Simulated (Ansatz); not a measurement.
Relaxation of BF2H3S (7 atoms, charge 0, multiplicity 1), to a largest force component of 0.03 eV/Å in at most 50 steps.

Theory: RKS B3LYP-D4/6-31G* (Ansatz).

```xyz
7
Properties=species:S:1:pos:R:3:forces:R:3
B 0.078 -0.564 -0.378 0.18 -0.88 -0.07
H -0.032 0.179 1.902 -0.10 1.54 0.21
F 1.121 0.240 -0.454 0.00 -0.01 0.00
F -1.120 -0.103 -0.682 -0.05 0.01 0.01
S 0.352 -2.343 0.100 -0.06 0.49 -0.48
H -0.939 -2.719 -0.019 0.01 0.04 0.00
H 0.004 -0.527 1.945 0.02 -1.18 0.34
```

Question: Where does it end, and by what steps?

Answer: The forces met the threshold. After 8 steps the energy has fallen by 0.227 eV; H7 moved furthest, 0.63 Å.

```
step  energy less start (eV)  largest force component (eV/Å)  accepted
   0                  0.0000                           1.544       yes
   1                 -0.1358                           0.731       yes
   2                 -0.1993                           0.361       yes
   3                 -0.2133                           0.291       yes
   4                 -0.2104                           0.288        no
   5                 -0.2241                           0.092       yes
   6                 -0.2256                           0.080       yes
   7                 -0.2264                           0.053       yes
   8                 -0.2265                           0.018       yes
```

```xyz
7
Properties=species:S:1:pos:R:3
B 0.089 -0.705 -0.592
H -0.067 0.491 2.447
F 1.132 0.102 -0.668
F -1.121 -0.207 -0.792
S 0.362 -2.462 -0.224
H -0.941 -2.810 -0.266
H 0.010 -0.246 2.509
```

Time of the run: 26 s on 1 thread of Arm Neoverse V1, with other jobs on the host, peak memory 0.14 GiB.
